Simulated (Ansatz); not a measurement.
AsH₃O (`O[AsH2]`). Total charge 0; spin multiplicity 1.

Cartesian coordinates in Å:
```
O -0.938 -0.528 0.276
As 0.405 0.374 -0.516
H -1.647 -0.620 -0.365
H 0.660 1.330 0.648
H 1.520 -0.556 -0.042
```

Problem. List the harmonic frequencies (cm⁻¹, unscaled) at PBE0-D4/def2-TZVP in Ansatz. (Estimate.)

Solution. The calculation gave: 209, 667, 806, 812, 1016, 1078, 2185, 2190, 3888.

Problem. Is this a minimum?

Solution. Yes, all 9 modes are real.

Problem. Give the ideal-gas thermochemistry at 298.15 K and 1 bar (rigid rotor, harmonic oscillator; point group Cs, symmetry number 1).

Solution. Zero-point energy 76.9 kJ/mol; H(298) − E = 89.1 kJ/mol; entropy 265.7 J/(mol·K), of which translation 165.5, rotation 87.9, vibration 12.4; G(298) − E = 9.9 kJ/mol.

Problem. Rotational constants (cm⁻¹)?

Solution. 3.169, 0.3441, 0.3406.
